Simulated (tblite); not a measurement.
Species: C6H9NS (charge +1 and doublet state).
Geometry (GFN2-xTB, Å), atoms numbered from 1 in this order:
```xyz
17
C6H9NS angstrom
C     -0.986   -1.336   -0.974
C     -0.433   -0.537    0.208
C      0.743    0.267   -0.220
C      1.967    0.125    0.304
C      3.084    0.815   -0.202
N      3.978    1.436   -0.555
C     -1.571    0.405    0.715
S     -1.256    1.075    2.355
H     -1.828   -1.951   -0.665
H     -0.211   -2.000   -1.353
H     -1.304   -0.680   -1.780
H     -0.158   -1.222    1.016
H      0.578    0.956   -1.040
H      2.178   -0.530    1.141
H     -1.740    1.210    0.003
H     -2.474   -0.198    0.820
H     -0.573    2.176    1.991
```

Computed with GFN2-xTB (tblite): harmonic, unscaled wavenumbers at the GFN2-xTB geometry, gas phase. This tight-binding method is rough: wavenumbers can miss measured ones by several per cent, in bad cases by 10 to 20. Modes of hydrogen on sulfur can be 10 to 20 % off. One conformer, not necessarily the lowest. Open shells enter through the occupations alone, without spin polarisation, and single modes of such species can be off by tens of per cent.

Harmonic wavenumbers (cm⁻¹): 41.7, 76.5, 107.1, 127.1, 151.2, 188.8, 222.9, 282.0, 324.6, 349.6, 434.0, 468.7, 532.3, 728.7, 764.6, 778.9, 870.0, 906.9, 939.4, 948.9, 1010.4, 1026.7, 1058.2, 1093.6, 1137.8, 1199.5, 1214.7, 1243.1, 1252.9, 1303.5, 1388.7, 1397.8, 1438.3, 1461.8, 1561.3, 2338.7, 2356.6, 2962.5, 2991.6, 3013.2, 3028.2, 3044.4, 3052.4, 3055.3, 3062.9.

A = 2335, B = 881.8, C = 675.0 MHz; mass 127.046 u (most abundant isotopes); point group C1, symmetry number 1; spin multiplicity 2.

**Question.** What is the zero-point energy?

**Answer.** ½Σν̃ = 28469 cm⁻¹ = 340.57 kJ/mol.

**Question.** Entropy at 500 K, 1 bar (ideal gas, RRHO, classical rotation)?

**Answer.** Translation 180.02, rotation 131.24, vibration 206.26, spin (R ln 2) 5.76: S = 523.3 J/(mol K).

**Question.** And Cp and H(500 K) − H(0)?

**Answer.** Cp = 220.58 J/(mol K), of which vibrations give 187.32 (their classical limit is 45 R = 374.2); H(500 K) − H(0) = 67.71 kJ/mol without the zero-point energy, 51.08 from vibrations.

**Question.** Blend soft modes into free rotors: weight 1/[1 + (100 cm⁻¹/ν̃)⁴] for the oscillator and the rest for a rotor with moment μB/(μ + B), μ = h/(8π²ν), B = 10⁻⁴⁴ kg m². What vibrational entropy results?

**Answer.** 190.49 J/(mol K) in place of 206.26, which changes −T·S at 500 K by +7.88 kJ/mol.

**Question.** Which modes carry the vibrational entropy at 500 K?

**Answer.** 41.7 cm⁻¹: 25.95; 76.5 cm⁻¹: 20.92; 107.1 cm⁻¹: 18.13; 127.1 cm⁻¹: 16.72; 151.2 cm⁻¹: 15.30; 188.8 cm⁻¹: 13.49 J/(mol K); the other 39 give 95.75 together.

**Question.** What must be added to the electronic energy to get the Gibbs energy at 500 K and 1 bar?

**Answer.** ZPE + [H(500 K) − H(0)] − T·S = 340.57 + 67.71 − 261.64 = 146.64 kJ/mol.

**Question.** How do the functions run with temperature in this model?

**Answer.** 
| T (K) | S (J/(mol K)) | Cp (J/(mol K)) | H − H(0) (kJ/mol) | G − H(0) (kJ/mol) | ln q(vib) |
| --- | --- | --- | --- | --- | --- |
| 150 | 340.2 | 102.7 | 10.34 | -40.69 | 3.31 |
| 250 | 400.9 | 138.0 | 22.37 | -77.86 | 6.10 |
| 298.15 | 426.7 | 155.4 | 29.43 | -97.79 | 7.39 |
| 400 | 477.4 | 190.8 | 47.10 | -143.87 | 10.02 |
| 600 | 565.8 | 245.2 | 91.04 | -248.41 | 14.94 |
| 900 | 676.0 | 297.8 | 173.14 | -435.26 | 21.69 |

q(vib) and H(0) count from the zero-point level.

Hindered rotation and anharmonicity are outside this model. Other conformers, if any are populated, would add a mixing term that is left out. The structure is chiral; the term R ln 2 for an equal mix with its mirror image is left out.

Time: 0.69 s. Hardware: Arm Neoverse V1, one thread, no GPU, shared host with 64 logical CPUs at a one-minute load of 81. This covers the Hessian and the dipole derivatives.
